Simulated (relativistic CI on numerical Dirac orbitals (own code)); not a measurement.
Computed by Dirac-Coulomb-Breit CI, KLI orbitals optimised for each configuration, model QED, unscaled Slater integrals (own radial code, finite nucleus).

Configurations in the expansion: 1s2, 1s 2s, 1s 2p, 1s 3s, 1s 3p, 1s 3d, 1s 4s, 1s 4p, 1s 4d, 1s 4f, 1s 5s, 1s 5p, 1s 5d, 1s 5f, 1s 5g, 1s 6s, 1s 6p, 1s 6d. Levels of other configurations are missing.

At this charge energies of transitions that change n are usually good to better than 1 %, and those within a shell (Δn = 0) to a few per cent.

Outline of the computed level scheme of Br XXXIV. Lowest level of each configuration: 1s2 1S_0 at 0.0 eV; 1s 2s 3S_1 at 12244.7 eV; 1s 2p 3P°_0 at 12287.4 eV; 1s 3s 3S_1 at 14523.1 eV; 1s 3p 3P°_0 at 14534.8 eV; 1s 3d 3D_2 at 14558.3 eV; 1s 4s 3S_1 at 15312.6 eV; 1s 4p 3P°_0 at 15317.4 eV; 1s 4d 3D_2 at 15327.3 eV.

Some strong electric-dipole decays among the lowest 27 levels: 1s 2p 1P°_1 → 1s2 1S_0 (1.4e+15 s⁻¹); 1s 3p 1P°_1 → 1s2 1S_0 (3.8e+14 s⁻¹); 1s 2p 3P°_1 → 1s2 1S_0 (3.3e+14 s⁻¹); 1s 4p 1P°_1 → 1s2 1S_0 (1.6e+14 s⁻¹); 1s 3p 3P°_1 → 1s2 1S_0 (9.3e+13 s⁻¹); 1s 3d 3D_3 → 1s 2p 3P°_2 (8.7e+13 s⁻¹); 1s 3d 1D_2 → 1s 2p 1P°_1 (7.6e+13 s⁻¹); 1s 3d 3D_2 → 1s 2p 3P°_1 (7.0e+13 s⁻¹).

LS names give the leading component of a level, which can be under half, so a name can repeat, a term be missing and a line seem to break the LS rules.
